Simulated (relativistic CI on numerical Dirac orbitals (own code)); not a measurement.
**Radial parameters of Ge¹¹⁺**

Method of calculation: Dirac-Coulomb-Breit CI, KLI orbitals optimised for each configuration, model QED (radiative potential, 1s self-energy scaled to tabulated hydrogen-like ionisation energies), unscaled Slater integrals (own radial code, finite nucleus).

Slater integrals F^k, G^k are unscaled and averaged over j, outside the closed core [Ne]; ζ comes from projecting the Hamiltonian with its Breit term on Σ l·s of the shell.

- 3s2 3p6 3d3: F^2(3d,3d) = 179570, F^4(3d,3d) = 114680, ζ(3d) = 2684.2 cm⁻¹; <r>(3d) = 0.5539, <r^2>(3d) = 0.3628 (bohr units).
- 3s2 3p5 3d4: ζ(3p) = 27956, F^2(3d,3d) = 179030, F^4(3d,3d) = 114320, F^2(3p,3d) = 169670, G^1(3p,3d) = 197860, G^3(3p,3d) = 126500, ζ(3d) = 2615.9 cm⁻¹; <r>(3p) = 0.5792, <r^2>(3p) = 0.388, <r>(3d) = 0.5554, <r^2>(3d) = 0.3648 (bohr units).
- 3s 3p6 3d4: F^2(3d,3d) = 178810, F^4(3d,3d) = 114180, G^2(3s,3d) = 151620, ζ(3d) = 2670 cm⁻¹; <r>(3s) = 0.5777, <r^2>(3s) = 0.3808, <r>(3d) = 0.556, <r^2>(3d) = 0.3657 (bohr units).

Question: Give the Racah parameters of the d shell in 3s2 3p6 3d3.

Answer: B = F²/49 − 5F⁴/441 = 2364 cm⁻¹ and C = 35F⁴/441 = 9102 cm⁻¹.

Averages of the first 10 configurations, taken without configuration mixing, which lowers the lowest level and can move excited configurations by several eV; other configurations of the list can lie among them:

| Configuration | Parity | States | Average energy above the lowest level (eV) |
| --- | --- | --- | --- |
| 3s2 3p6 3d3 | even | 120 | 6.6 |
| 3s2 3p5 3d4 | odd | 1260 | 96.7 |
| 3s 3p6 3d4 | even | 420 | 160.0 |
| 3s2 3p6 3d2 4s | even | 90 | 129.3 |
| 3s2 3p6 3d2 4p | odd | 270 | 148.3 |
| 3s2 3p6 3d2 4d | even | 450 | 177.6 |
| 3s2 3p6 3d2 4f | odd | 630 | 202.4 |
| 3s2 3p6 3d 4s 4p | odd | 120 | 281.7 |
| 3s2 3p5 3d3 4s | odd | 1440 | 217.3 |
| 3s2 3p6 3d2 5s | even | 90 | 215.7 |
